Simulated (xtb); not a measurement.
C₆H₁₅Ga, charge +1, doublet, from a rough starting geometry (GFN-xTB shapes and energies of metal compounds can be far from the true ones) (a state made from the parent by changing its charge; the spin is typed, not shown lowest); xtb with GFN2-xTB.

Input for xtb:
```
$ xtb mol.xyz --gfn 2 --chrg 1 --uhf 1 --opt vtight --json

# file mol.xyz
22

Ga     0.08466897    -0.23200464     0.11845716
C      2.16138981    -0.08135923    -0.29882186
C      2.44318977     1.24730197    -0.98528554
H      2.48665391    -0.90470108    -0.92027720
H      2.66072219    -0.11648262     0.67417849
H      2.10137596     2.03372700    -0.35296687
H      1.97084996     1.28060102    -1.97256319
H      3.57581775     1.33598378    -1.20079675
C     -0.76232528    -2.19285199     0.19596249
C     -1.23491841    -2.51045868     1.62358133
H      0.00416375    -2.94582838    -0.13037346
H     -1.62860925    -2.22537351    -0.51293586
H     -1.95563974    -1.80971545     1.88771395
H     -0.46634863    -2.61597599     2.27165943
H     -1.74158589    -3.49286441     1.64053825
C     -1.12803621     1.35920619     0.46493516
C     -1.47141080     2.09093859    -0.84520035
H     -0.56844782     2.11362155     1.10628896
H     -2.01352088     1.09519613     0.95962987
H     -2.00000071     1.43567921    -1.54422803
H     -0.53942312     2.44837294    -1.41592905
H     -2.06928336     3.01242179    -0.65680353
```

The log (banner, timings and long lists left out):

```
   ID    Z sym.   atoms
    1   31 Ga     1
    2    6 C      2, 3, 9, 10, 16, 17
    3    1 H      4-8, 11-15, 18-22

           -------------------------------------------------
          |                Calculation Setup                |
           -------------------------------------------------

           -------------------------------------------------
          |                 G F N 2 - x T B                 |
           -------------------------------------------------

          ...................................................
          :                      SETUP                      :
          :.................................................:
          :  # basis functions                  49          :
          :  # atomic orbitals                  48          :
          :  # shells                           30          :
          :  # electrons                        41          :
          :  max. iterations                   250          :
          :  Hamiltonian                  GFN2-xTB          :
          :  restarted?                      false          :
          :  GBSA solvation                  false          :
          :  PC potential                    false          :
          :  electronic temp.          300.0000000     K    :
          :  accuracy                    1.0000000          :
          :  -> integral cutoff          0.2500000E+02      :
          :  -> integral neglect         0.1000000E-07      :
          :  -> SCF convergence          0.1000000E-05 Eh   :
          :  -> wf. convergence          0.1000000E-03 e    :
          :  Broyden damping             0.4000000          :
          :  net charge                          1          :
          :  unpaired electrons                  1          :
          ...................................................

 iter      E             dE          RMSdq      gap      omega  full diag
   1    -21.4230234 -0.214230E+02  0.879E+00    3.81       0.0  T
   2    -21.3792080  0.438154E-01  0.556E+00    3.68       1.0  T
   3    -21.0270698  0.352138E+00  0.632E+00    2.93       1.0  T
   4    -21.3349961 -0.307926E+00  0.298E+00    3.21       1.0  T
   5    -21.4566431 -0.121647E+00  0.132E+00    3.66       1.0  T
   6    -21.4408412  0.158019E-01  0.112E+00    3.70       1.0  T
   7    -21.4588671 -0.180259E-01  0.715E-01    3.76       1.0  T
   8    -21.4582474  0.619675E-03  0.724E-01    3.81       1.0  T
   9    -21.4681738 -0.992644E-02  0.141E-01    3.81       1.0  T
  10    -21.4637876  0.438617E-02  0.468E-01    3.82       1.0  T
  11    -21.4683614 -0.457373E-02  0.347E-02    3.81       1.0  T
  12    -21.4683828 -0.214337E-04  0.884E-03    3.80       2.4  T
  13    -21.4683837 -0.878661E-06  0.511E-03    3.80       4.2  T
  14    -21.4683819  0.180793E-05  0.107E-02    3.80       2.0  T
  15    -21.4683840 -0.212608E-05  0.335E-03    3.80       6.4  T
  16    -21.4683842 -0.213770E-06  0.532E-04    3.80      40.1  T
  17    -21.4683842 -0.556289E-08  0.186E-04    3.80     114.9  T

   *** convergence criteria satisfied after 17 iterations ***

         :::::::::::::::::::::::::::::::::::::::::::::::::::::
         ::                     SUMMARY                     ::
         :::::::::::::::::::::::::::::::::::::::::::::::::::::
         :: total energy             -21.165416786022 Eh    ::
         :: gradient norm              0.140488775217 Eh/a0 ::
         :: HOMO-LUMO gap              3.804462509144 eV    ::
         ::.................................................::
         :: SCC energy               -21.468281188335 Eh    ::
         :: -> isotropic ES            0.083384009994 Eh    ::
         :: -> anisotropic ES         -0.012187584125 Eh    ::
         :: -> anisotropic XC          0.014495332020 Eh    ::
         :: -> dispersion             -0.011325016106 Eh    ::
         :: repulsion energy           0.302864402313 Eh    ::
         :: add. restraining           0.000000000000 Eh    ::
[...]
 * total energy  :   -21.1877088 Eh     change       -0.1785337E-06 Eh
 * total energy  :   -21.1877090 Eh     change       -0.1821618E-06 Eh
 * total energy  :   -21.1877092 Eh     change       -0.1592570E-06 Eh
 * total energy  :   -21.1877093 Eh     change       -0.1817808E-06 Eh
 * total energy  :   -21.1877096 Eh     change       -0.2747675E-06 Eh
 * total energy  :   -21.1877100 Eh     change       -0.3628900E-06 Eh
 * total energy  :   -21.1877103 Eh     change       -0.2960225E-06 Eh
 * total energy  :   -21.1877105 Eh     change       -0.1818516E-06 Eh
 * total energy  :   -21.1877106 Eh     change       -0.1230777E-06 Eh
 * total energy  :   -21.1877107 Eh     change       -0.1316514E-06 Eh
 * total energy  :   -21.1877109 Eh     change       -0.1565485E-06 Eh
 * total energy  :   -21.1877109 Eh     change       -0.2382304E-08 Eh
   *** GEOMETRY OPTIMIZATION CONVERGED AFTER 94 ITERATIONS ***
         :: total energy             -21.187710879280 Eh    ::
[...]
     6   1 H        0.924     0.083     1.946     2.182
     7   1 H        0.924     0.085     1.923     2.169
     8   1 H        0.924     0.112     1.682     2.028
     9   6 C        3.610    -0.085    22.690     6.879
    10   6 C        3.767    -0.111    22.667     6.786
    11   1 H        0.924     0.103     1.758     2.073
    12   1 H        0.924     0.105     1.743     2.065
    13   1 H        0.924     0.086     1.915     2.164
    14   1 H        0.924     0.088     1.898     2.154
    15   1 H        0.924     0.119     1.626     1.994
    16   6 C        3.664    -0.105    22.787     6.847
    17   6 C        3.761    -0.108    22.621     6.780
    18   1 H        0.924     0.094     1.838     2.120
    19   1 H        0.924     0.095     1.827     2.114
    20   1 H        0.924     0.068     2.105     2.269
    21   1 H        0.924     0.070     2.084     2.258
    22   1 H        0.925     0.080     1.975     2.198

 Mol. C6AA /au·bohr⁶  :       3950.267437
 Mol. C8AA /au·bohr⁸  :     139446.709730
 Mol. α(0) /au        :        105.623448

Wiberg/Mayer (AO) data.
largest (>0.10) Wiberg bond orders for each atom

 ---------------------------------------------------------------------------
     #   Z sym  total        # sym  WBO       # sym  WBO       # sym  WBO
 ---------------------------------------------------------------------------
     1  31 Ga   2.784 --    16 C    0.837     2 C    0.635     9 C    0.589
     2   6 C    3.857 --     3 C    1.055     4 H    0.922     5 H    0.921
                             1 Ga   0.635    16 C    0.158     9 C    0.103
     3   6 C    3.981 --     2 C    1.055     6 H    0.956     7 H    0.955
                             8 H    0.912
     4   1 H    0.989 --     2 C    0.922
     5   1 H    0.988 --     2 C    0.921
     6   1 H    0.992 --     3 C    0.956
     7   1 H    0.991 --     3 C    0.955
     8   1 H    0.956 --     3 C    0.912
     9   6 C    3.812 --    10 C    1.068    11 H    0.926    12 H    0.925
                             1 Ga   0.589    16 C    0.129     2 C    0.103
    10   6 C    3.981 --     9 C    1.068    13 H    0.954    14 H    0.951
                            15 H    0.905
    11   1 H    0.988 --     9 C    0.926
    12   1 H    0.987 --     9 C    0.925
    13   1 H    0.991 --    10 C    0.954
    14   1 H    0.991 --    10 C    0.951
    15   1 H    0.955 --    10 C    0.905
    16   6 C    3.975 --    17 C    1.003    18 H    0.916    19 H    0.915
                             1 Ga   0.837     2 C    0.158     9 C    0.129
    17   6 C    3.987 --    16 C    1.003    22 H    0.966    20 H    0.963
                            21 H    0.962
    18   1 H    0.990 --    16 C    0.916
    19   1 H    0.990 --    16 C    0.915
    20   1 H    0.994 --    17 C    0.963
    21   1 H    0.993 --    17 C    0.962
    22   1 H    0.979 --    17 C    0.966
 ---------------------------------------------------------------------------

Topologies differ in total number of bonds
Writing topology from bond orders to xtbtopo.mol

molecular dipole:
                 x           y           z       tot (Debye)
 q only:        0.228      -0.607       0.156
   full:        0.283      -0.715       0.178       2.006
molecular quadrupole (traceless):
                xx          xy          yy          xz          yz          zz
 q only:        3.765       3.591       6.034      -5.171      -6.679      -9.799
  q+dip:        4.174       2.372       5.337      -4.854      -6.020      -9.511
   full:        2.603       3.981       4.306      -4.118      -5.196      -6.909

optimized geometry written to: xtbopt.xyz

           -------------------------------------------------
          | TOTAL ENERGY              -21.187710879280 Eh   |
          | GRADIENT NORM               0.000024295672 Eh/α |
          | HOMO-LUMO GAP               3.251846318795 eV   |
           -------------------------------------------------
```
